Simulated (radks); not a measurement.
Q: The chlorine ion Cl6+, [Ne] 3s1. Method: non-relativistic Kohn-Sham, PBE, spin-polarised, spherical densities, point nucleus; computed with a radial shooting solver on a logarithmic mesh with Libxc functionals. Every spin shell is full or empty, so the densities are truly spherical. Functionals are evaluated on that one density, not self-consistently. Rank these exchange functionals by their error against the exact value of the orbitals, and give that value: LDA, B88, PBE, PW86, OPTX, AM05, SOGGA, B86b, G96, SCAN, r2SCAN, MS2, Tao-Mo, TASK, MVS.

A: Exact: -24.9305 hartree. From best to worst, with 100 (|E| - |E exact|)/|E exact| (equal figures are ties): OPTX 0.00, r2SCAN 0.00, B86b -0.02, MS2 +0.05, G96 +0.06, B88 -0.07, Tao-Mo -0.21, SCAN +0.25, MVS -0.28, PW86 +0.40, PBE -0.66, TASK -2.77, SOGGA -3.71, AM05 -7.17, LDA -8.29.
